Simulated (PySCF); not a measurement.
Species: C8H8.
Cartesian coordinates in Å at the PBE0-D3(BJ)/def2-SVP level; atoms count from 1:
```xyz
16
C8H8 angstrom
C     -1.057    2.533   -0.293
C     -0.649    1.453    0.074
C     -0.117    0.168    0.514
C     -1.191   -0.799    0.738
C     -2.062   -1.618    0.930
C      1.046   -0.444   -0.341
C      1.770   -0.823    0.960
C      0.898    0.197    1.708
H     -1.430    3.487   -0.617
H     -2.847   -2.332    1.096
H      1.562    0.358   -0.887
H      0.761   -1.239   -1.042
H      1.542   -1.854    1.266
H      2.859   -0.678    0.994
H      0.490   -0.073    2.692
H      1.369    1.188    1.767
```

All values: CAM-B3LYP/def2-SVPD (PySCF, non-relativistic), on one gas-phase PBE0-D3(BJ)/def2-SVP geometry that isn't relaxed in the solvent. The solvent is an IEF-PCM continuum (Bondi radii, 1.10 Å for H, scaled by 1.2), and excitations are vertical TDDFT with non-equilibrium linear response and a frozen core. Only the electrostatic response of the medium enters.

```tsv
run	E − E(gas) (kcal/mol)	HOMO (eV)	HOMO–LUMO gap (eV)	dipole (D)	lowest singlet (eV)	static polarisability (au)
gas	0.00	-8.86	10.17	0.94	6.32	88.0
P	-2.10	-8.90	10.24	1.12	6.34	100.2
Q	-4.80	-8.99	10.30	1.37	6.36	118.6
```

Task: The runs were made in benzene and dimethylsulfoxide. Which run belongs to which solvent?

Result: P = benzene, Q = dimethylsulfoxide. The dielectric constants are 2.271 (benzene), 46.83 (dimethylsulfoxide), and the energy falls further as ε rises. The optical constants n² used for the excitations are 2.25, 2.19 in the same order. In this model the ground state sees the solvent through ε alone.

Task: How constant is the ratio of the lowering to (ε − 1)/(2ε + 1)?

Result: 
| solvent | (ε − 1)/(2ε + 1) | E − E(gas) (kcal/mol) | ratio (kcal/mol) | polarisation term (kcal/mol) |
| --- | --- | --- | --- | --- |
| benzene | 0.229 | -2.10 | -9.2 | -2.21 |
| dimethylsulfoxide | 0.484 | -4.80 | -9.9 | -5.47 |

The ratio changes by +8.2 % in size from benzene to dimethylsulfoxide. The polarisation term is half the interaction of the solute with the induced surface charges.

Cost: about 80 s of CPU time on one thread; the machine was shared, so the figure is rough. This is the whole response run at CAM-B3LYP/def2-SVPD in dimethylsulfoxide, SCF included.
